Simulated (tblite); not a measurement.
Species: C7H9O (doublet state).
Structure used (GFN2-xTB), in Å, numbered top down from 1:
```xyz
17
C7H9O angstrom
O     -2.2528    1.0136    0.2660
C     -1.5621    0.0411   -0.4518
C     -0.8541   -1.0737    0.3543
C      0.4697   -0.7992   -0.3755
C      1.6192   -0.2709    0.5011
C      1.4324    1.2387    0.4548
C      0.4809    1.5522   -0.3869
C     -0.1970    0.4391   -1.0670
H     -1.6108    1.5081    0.7934
H     -2.2697   -0.3455   -1.1877
H     -0.8145   -0.8470    1.4188
H     -1.2655   -2.0709    0.2179
H      0.7792   -1.5971   -1.0469
H      2.5984   -0.5317    0.0933
H      1.5615   -0.6538    1.5219
H      2.0463    1.9000    1.0375
H     -0.1681    0.5091   -2.1531
```

All values are computed: GFN2-xTB (tblite) harmonic vibrations without scaling, gas phase. Against measured fundamentals such values can be off by several per cent, at times by over 20. One conformer, not necessarily the lowest. Open shells enter through the occupations alone, without spin polarisation, and single modes of such species can be off by tens of per cent.

Harmonic wavenumbers (cm⁻¹): 66.9, 169.3, 302.7, 358.6, 405.6, 417.9, 533.4, 605.1, 689.7, 739.6, 784.0, 849.0, 894.1, 910.1, 925.9, 956.2, 976.2, 1031.1, 1035.8, 1068.7, 1104.0, 1117.9, 1126.3, 1147.1, 1166.3, 1176.0, 1190.4, 1229.4, 1244.8, 1248.2, 1265.4, 1292.4, 1352.2, 1456.7, 1467.3, 1694.4, 2950.4, 2968.8, 2971.9, 2982.8, 2996.1, 3006.9, 3019.6, 3137.0, 3483.6.

A = 3728, B = 2081, C = 1687 MHz; mass 109.065 u (most abundant isotopes); point group C1, symmetry number 1; spin multiplicity 2.

Task: Zero-point energy?

Result: Half the sum of the wavenumbers: 30758 cm⁻¹ = 367.95 kJ/mol.

Task: Entropy at 200 K, 1 bar (ideal gas, RRHO, classical rotation)?

Result: Translation 159.07, rotation 110.49, vibration 34.06, spin (R ln 2) 5.76: S = 309.4 J/(mol K).

Task: And Cp and H(200 K) − H(0)?

Result: Cp = 81.49 J/(mol K), of which vibrations give 48.23 (their classical limit is 45 R = 374.2); H(200 K) − H(0) = 10.67 kJ/mol without the zero-point energy, 4.02 from vibrations.

Task: Blend soft modes into free rotors: weight 1/[1 + (100 cm⁻¹/ν̃)⁴] for the oscillator and the rest for a rotor with moment μB/(μ + B), μ = h/(8π²ν), B = 10⁻⁴⁴ kg m². What vibrational entropy results?

Result: 32.13 J/(mol K) in place of 34.06, which changes −T·S at 200 K by +0.39 kJ/mol.

Task: What must be added to the electronic energy to get the Gibbs energy at 200 K and 1 bar?

Result: ZPE + [H(200 K) − H(0)] − T·S = 367.95 + 10.67 − 61.88 = 316.74 kJ/mol.

Task: How do the functions run with temperature in this model?

Result: 
| T (K) | S (J/(mol K)) | Cp (J/(mol K)) | H − H(0) (kJ/mol) | G − H(0) (kJ/mol) | ln q(vib) |
| --- | --- | --- | --- | --- | --- |
| 150 | 288.5 | 65.0 | 7.02 | -36.26 | 1.11 |
| 250 | 329.6 | 101.1 | 15.22 | -67.19 | 2.32 |
| 298.15 | 349.2 | 121.9 | 20.59 | -83.53 | 2.98 |
| 400 | 391.2 | 165.5 | 35.26 | -121.23 | 4.56 |
| 600 | 471.8 | 231.5 | 75.43 | -207.63 | 8.11 |
| 900 | 578.0 | 290.8 | 154.61 | -365.56 | 13.72 |

q(vib) and H(0) count from the zero-point level.

Hindered rotation and anharmonicity are outside this model. Other conformers, if any are populated, would add a mixing term that is left out. The structure is chiral; the term R ln 2 for an equal mix with its mirror image is left out.
